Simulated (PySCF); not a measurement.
# Electronic structure of Zn⁺ (zinc, charge +1) at the MN15 level

Configuration: [Ar] 3d10 4s1, 2S determinant. Calculation: PySCF 2.14, in pcseg-2 (6s4p3d2f1g, 56 functions); no relativity, point nucleus.

```
Total energy                                     : -1779.454 hartree
One-electron energy                              : -2472.225 hartree
Hartree (Coulomb) energy                         : 764.008 hartree
Exchange-correlation energy                      : -71.237 hartree
Kinetic energy                                   : 1776.12211 hartree
⟨S²⟩                                             : 0.7505
⟨L²⟩                                             : 0.000
Sum of ⟨r⟩                                       : 18.82 bohr
Sum of ⟨r²⟩                                      : 22.86 bohr²
Density at the nucleus (Gaussians lack the cusp) : 18200 bohr⁻³
Spin density at the nucleus                      : 8.25 bohr⁻³
Langevin diamagnetic susceptibility              : -18.1 ×10⁻⁶ cm³/mol
Time after the integrals                         : 1 s of wall time on 1 thread of Intel(R) Xeon(R) Platinum 8488C (shared host)
```

```csv
shell,electrons,mean orbital energy (hartree),"rms radius, mean of both spins (bohr)"
1s α,1,-345.17177,0.0592
1s β,1,-345.17052,0.0592
2s β,1,-41.54909,0.251
2s α,1,-41.54883,0.251
2p β,3,-37.19776,0.221
2p α,3,-37.19637,0.221
3s α,1,-4.94021,0.757
3s β,1,-4.93604,0.757
3p α,3,-3.52216,0.786
3p β,3,-3.52171,0.786
3d α,5,-0.89183,1.02
3d β,5,-0.88784,1.02
4s α,1,-0.56513,2.69
```
